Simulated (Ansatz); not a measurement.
Cost and result for the atomization energy of CH4InNO2, SMILES `N=C(O)[O][InH2]` (9 atoms, 8 bonds).

Z-matrix (Å, degrees):
```
C
O 1 1.344
O 1 1.316 2 109.8
N 1 1.274 2 119.0 3 180.0
H 2 0.965 1 105.2 3 -179.9
In 3 2.022 1 126.7 2 -179.0
H 4 1.013 1 112.5 2 -180.0
H 6 1.696 3 106.7 1 -179.9
H 6 1.702 3 114.0 1 0.1
```

Charge 0, multiplicity 1. Correlated methods include outer-core shells of In, which these sets cover unevenly. In takes the def2 core potential. The geometry is a stationary point of PBE0-D4/def2-TZVP. It is one conformer, not always the lowest. Program: Ansatz. Hardware: A = 2 threads of an AMD EPYC 7R13 on a shared host; B = 2 threads of an AMD EPYC 7R13 on a shared host and a share of an NVIDIA H100 80 GB. Times are those of one run each, without the atoms' runs, and a repeat can differ threefold. Electronic energies, without spin–orbit coupling; frozen cores. CCSD(T)/CBS adds CCSD(T) − MP2 in def2-TZVPP to the MP2 limit, and its time is that of the two runs behind it. T1 = 0.016. With those shells the extrapolation isn't a true limit. B3LYP takes the VWN-RPA correlation (the form of Gaussian; ORCA's B3LYP/G).

CCSD(T)/CBS is a level of theory with its own doubt, some kJ/mol a heavy atom from the limit and from the frozen cores, so smaller differences don't rank the functionals.

```json
{"level": "MP2/def2-QZVPP [B]", "functions": "430", "wall time": "2.8 s", "atomization (kJ/mol)": "3154.9", "difference from CCSD(T)/CBS": "36.1", "per bond": "4.5"}
{"level": "CCSD(T)/def2-TZVPP [B]", "functions": "230", "wall time": "2.9 s", "atomization (kJ/mol)": "3011.0", "difference from CCSD(T)/CBS": "-107.8", "per bond": "-13.5"}
{"level": "PBE-D4/def2-TZVPP (with forces) [A]", "functions": "230", "wall time": "3.6 s", "atomization (kJ/mol)": "3223.9", "difference from CCSD(T)/CBS": "105.1", "per bond": "13.1"}
{"level": "PBE0-D4/def2-TZVPP [A]", "functions": "230", "wall time": "3.7 s", "atomization (kJ/mol)": "3106.3", "difference from CCSD(T)/CBS": "-12.5", "per bond": "-1.6"}
{"level": "CAM-B3LYP-D4/def2-TZVPP [A]", "functions": "230", "wall time": "4.3 s", "atomization (kJ/mol)": "3131.2", "difference from CCSD(T)/CBS": "12.4", "per bond": "1.6"}
{"level": "CCSD(T)/CBS(def2)", "functions": "–", "wall time": "5.7 s", "atomization (kJ/mol)": "3118.8", "difference from CCSD(T)/CBS": "0.0", "per bond": "0.0"}
{"level": "B3LYP-D4/def2-TZVPP (with forces) [A]", "functions": "230", "wall time": "6 s", "atomization (kJ/mol)": "3097.8", "difference from CCSD(T)/CBS": "-21.0", "per bond": "-2.6"}
{"level": "B2PLYP/def2-TZVPP [A]", "functions": "230", "wall time": "7.5 s", "atomization (kJ/mol)": "3065.2", "difference from CCSD(T)/CBS": "-53.6", "per bond": "-6.7"}
{"level": "PBE-QIDH/def2-TZVPP [A]", "functions": "230", "wall time": "8.5 s", "atomization (kJ/mol)": "3064.2", "difference from CCSD(T)/CBS": "-54.6", "per bond": "-6.8"}
{"level": "ωB97X-V/def2-TZVPP [A]", "functions": "230", "wall time": "9 s", "atomization (kJ/mol)": "3135.8", "difference from CCSD(T)/CBS": "17.0", "per bond": "2.1"}
{"level": "B97M-V/def2-TZVPP [A]", "functions": "230", "wall time": "10 s", "atomization (kJ/mol)": "3125.7", "difference from CCSD(T)/CBS": "6.9", "per bond": "0.9"}
{"level": "CCSD(T)/def2-SVP [A]", "functions": "102", "wall time": "12 s", "atomization (kJ/mol)": "2887.7", "difference from CCSD(T)/CBS": "-231.1", "per bond": "-28.9"}
{"level": "ωB97M-V/def2-TZVPP (with forces) [A]", "functions": "230", "wall time": "13 s", "atomization (kJ/mol)": "3130.7", "difference from CCSD(T)/CBS": "11.9", "per bond": "1.5"}
```

From PBE to PBE0 (25 % exact exchange), in def2-TZVPP and without D4, the atomization energy moves by −114.9 kJ/mol: exact exchange takes away binding that semilocal exchange gives to molecules. At CCSD(T), def2-SVP lies −231.1 kJ/mol from the extrapolated value and def2-TZVPP −107.7 kJ/mol: correlation converges slowly with the basis, and small sets miss more of it in the bonded molecule than in its fragments. In def2-TZVPP, CCSD(T) changes the Hartree–Fock value by +1034.6 kJ/mol (the triples alone add +73.1 kJ/mol) and MP2 by +1113.9 kJ/mol; breaking electron pairs costs correlation energy, which Hartree–Fock lacks.

Spin–orbit coupling would lower the free In atoms strongly, and the atomization energy with them, by more than many differences here.
